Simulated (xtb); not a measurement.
Si(OtBu)4 (C₁₆H₃₆O₄Si), SMILES CC(C)(C)O[Si](OC(C)(C)C)(OC(C)(C)C)OC(C)(C)C. All values are semi-empirical tight-binding results from xtb (GFN2-xTB unless named), good for trends rather than for accurate numbers. The structure is a stationary point at GFN2-xTB. Other conformers were not sampled.

Problem. Estimate the properties. (The exact figures need the calculation; the answer reports its results.)

Solution. 
```yaml
point_group_as_xtb_finds_it: S4
orbital_gap: 8.88 eV
dipole_moment: 0.00 D
zero_point_energy: 313.4 kcal/mol
G − E(el) at 298.15 K (modified RRHO): 278.3 kcal/mol
static polarisability (D4 model): 240.9 bohr³
solvation energy, GFN2-xTB/ALPB(water): -3.8 kcal/mol
solvation energy, GFN2-xTB/ALPB(dmf): -13.6 kcal/mol
```
